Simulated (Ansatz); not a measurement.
Ansatz (a first-principles code) input (CCSD(T)/6-31G*):

Ansatz 0.2 input:
```yaml
crystal:
  periodic: [false, false, false]
  atoms:
    - {symbol: Si, position_ang: [1.21873828, 0.26545696, -0.20580658]}
    - {symbol: F, position_ang: [1.47542231, 0.25931362, 1.37372574]}
    - {symbol: O, position_ang: [-0.28933585, -0.24516195, -0.51316156]}
    - {symbol: Si, position_ang: [-1.91628694, -0.22924850, -0.25716289]}
    - {symbol: H, position_ang: [2.16949256, -0.67445962, -0.81973594]}
    - {symbol: H, position_ang: [1.39081143, 1.65319610, -0.67002582]}
    - {symbol: H, position_ang: [-2.54739629, -1.01258399, -1.35161950]}
    - {symbol: H, position_ang: [-2.21134050, -0.84559772, 1.06471462]}
basis:
  gaussian:
    orbitals: 6-31G*
magnetization: {spin_polarized: true, initial_magnetization: 1}
correlation: {method: ccsd_t, electrons: outside_noble_gas}
```

Output:

```
Functional definition: HF
integrals: 0.09 GiB planned
710 factors; integrals over basis functions are off by at most 1.1e-3 eV
mean field: 0.32 GiB planned
mean field evaluation 1: about -20529.5803 eV, gradient 2.8e1 eV
mean field evaluation 2: about -20529.6380 eV, gradient 2.8e1 eV
mean field evaluation 4: about -20532.8381 eV, gradient 2.3e0 eV
mean field evaluation 8: about -20532.8937 eV, gradient 3.3e-1 eV
mean field evaluation 16: about -20529.5785 eV, gradient 2.8e1 eV
mean field -20532.89565471 eV, -754.5699976141 hartree, gradient 3.1e-6 eV, S^2 0.752468; 0 other end points of the search recorded, 0 dependent functions left out
12 core orbitals not correlated
reference -20532.89565471 eV, -754.5699976141 hartree; 13, 12 occupied and 51, 52 virtual orbitals, 710 factors
second order -13.37450668 eV of doubles, -0.00000000 eV of singles
coupled cluster: 0.36 GiB planned
cycle   1  -13.66892886 eV  change   -2.9e-1 eV  update   9.7e-2
cycle   2  -14.06522632 eV  change   -4.0e-1 eV  update   3.0e-2
cycle   3  -14.18090386 eV  change   -1.2e-1 eV  update   1.6e-2
cycle   4  -14.17676690 eV  change    4.1e-3 eV  update   4.1e-3
cycle   5  -14.17546703 eV  change    1.3e-3 eV  update   1.8e-3
cycle   6  -14.17580547 eV  change   -3.4e-4 eV  update   7.2e-4
cycle   7  -14.17573788 eV  change    6.8e-5 eV  update   2.4e-4
cycle   8  -14.17576667 eV  change   -2.9e-5 eV  update   8.9e-5
cycle   9  -14.17581049 eV  change   -4.4e-5 eV  update   3.0e-5
cycle  10  -14.17580996 eV  change    5.2e-7 eV  update   1.1e-5
perturbative correction -0.28606554 eV, -0.0105127147 hartree
Total energy: -20547.35753021 eV, -755.1014617362 hartree
```

It need not be the lowest isomer of its formula.
